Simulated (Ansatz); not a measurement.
Species: SiNH₅, charge 0, singlet. SiNH5 (SMILES N[SiH3]).
B3LYP-D3(BJ)/def2-TZVP minimum from Ansatz (a first-principles code):
```
Si
N 1 1.7237
H 2 1.0079 1 120.20
H 2 1.0079 3 110.80 1 -147.53
H 1 1.4811 2 107.87 3 47.99
H 1 1.4811 5 110.61 2 -117.76
H 1 1.4892 5 107.32 6 -116.78
```

Total energies in cc-pV(T+d)Z, 14 correlated electrons, 6 frozen orbitals. Open shells are spin-unrestricted; no spin-orbit coupling. Correlated methods leave the cores frozen. No relativity.

```tsv
method	program	energy (Eh)	minus CCSDT(Q) (mEh)
HF	Ansatz	-346.35302	396.42
MP2	Ansatz	-346.70521	44.23
CCSD	Ansatz	-346.73603	13.41
CCSD(T)	Ansatz	-346.74827	1.17
CCSDT(Q)	Ansatz	-346.74944	0.00
```

Rough core times of Ansatz's runs on a shared machine: CCSD(T) under 20 s, CCSDT(Q) 40 min.
